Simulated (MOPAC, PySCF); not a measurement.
H4OSi2, SMILES `[SiH](=O)[SiH3]`, neutral singlet in the gas phase. 

Cartesian coordinates (Å):
SMILES: O=[SiH][SiH3]
```xyz
7

O      2.2307    -1.1922    -0.0452
Si     1.3390     0.0405    -0.0404
Si    -1.0093    -0.0631     0.0139
H      1.9047     1.4252    -0.0483
H     -1.4642    -1.3639    -0.5308
H     -1.5613     1.0674    -0.7790
H     -1.4396     0.0862     1.4297
```
Charge 0, spin multiplicity 1.

All levels are single points at this geometry (PBE0-D4/def2-TZVP); Pople sets use spherical d functions. Orbital energies aren't observables, and empty levels follow the basis.

```
level                          HOMO (eV)  LUMO (eV)  gap (eV)  dipole (D)  vertical IE, Delta-SCF (eV)
-----------------------------  ---------  ---------  --------  ----------  ---------------------------
PBE-D3(BJ)/def2-TZVP in PySCF      -6.38      -3.28      3.11        3.59                         9.67
PBE0-D4/def2-TZVP in PySCF         -7.76      -2.45      5.31        3.90                         9.80
B3LYP/3-21G in PySCF               -7.15      -2.09      5.05        3.03                            –
B3LYP/LANL2DZ in PySCF             -7.39      -2.53      4.86        4.09                            –
HF/6-31G* in PySCF                -10.89       1.11     12.00        4.41                         8.29
AM1 in MOPAC                      -10.04      -1.17      8.87        2.17                            –
```
